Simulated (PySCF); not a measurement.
All values below come from ωB97X-D3(BJ)/def2-TZVP // PBE0-D3(BJ)/def2-TZVP in PySCF. Isolated molecules, 0 K electronic values unless said otherwise. One relaxed conformer stands for a flexible species; it need not be the lowest. Delta-SCF ions had no search for a lower state. 

Reference species (SMILES): `CSSSS` (neutral, multiplicity 1).

```
Property                                  Result
--------------------------------------  --------
HOMO                                    -9.23 eV
vertical ionisation energy (Delta-SCF)   9.09 eV
```

Changed species: `SC(S)(S)S`.

Problem. Predict the effect on the HOMO and vertical ionisation energy (Delta-SCF).

Solution. the HOMO falls by 0.14 eV, to -9.37 eV; the vertical ionisation energy (Delta-SCF) goes up by 0.24 eV, to 9.33 eV.
